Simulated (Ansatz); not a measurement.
System (SMILES): [GeH]([Cl])[Cl], doublet.
Atoms: Ge1, Cl2, Cl3, H4. Bonds: Ge1-Cl2, Ge1-Cl3, Ge1-H4.

Basis-set convergence of the optimised Ge1-Cl2 bond length at PBE with Ansatz (a quantum-chemistry and plane-wave program). All functions are spherical. The program fits the integrals of some runs and decomposes those of others, by size. Open shells are unrestricted. No added dispersion term, no relativity. Reference: the value in pcseg-3, 2.1778 Å, itself unsure by roughly 0.0003 Å (its distance from cc-pV(Q+d)Z). Deviations are taken from unrounded values.

| basis | functions | optimised Ge1-Cl2 bond length (Å) | minus reference (Å) |
|---|---|---|---|
| pcseg-0 | 50 | 2.2984 | 0.1207 |
| pcseg-1 | 68 | 2.2017 | 0.0240 |
| def2-SV(P) | 70 | 2.1896 | 0.0118 |
| def2-SVP | 73 | 2.1895 | 0.0118 |
| aug-cc-pV(D+d)Z | 109 | 2.1959 | 0.0181 |
| pcseg-2 | 125 | 2.1796 | 0.0019 |
| def2-TZVP | 128 | 2.1777 | -0.0001 |
| def2-TZVPP | 146 | 2.1777 | -0.0001 |
| aug-cc-pV(T+d)Z | 192 | 2.1802 | 0.0024 |
| pcseg-3 | 229 | 2.1778 | 0.0000 |

The smallest set listed that lies within 0.01 Å of the reference with all its larger relatives (same family, alike in diffuse functions; a set with none counts only in the reference's own line) is pcseg-2 (125 functions, 0.0019 Å off). Inside, with no larger relative to test it: aug-cc-pV(T+d)Z.
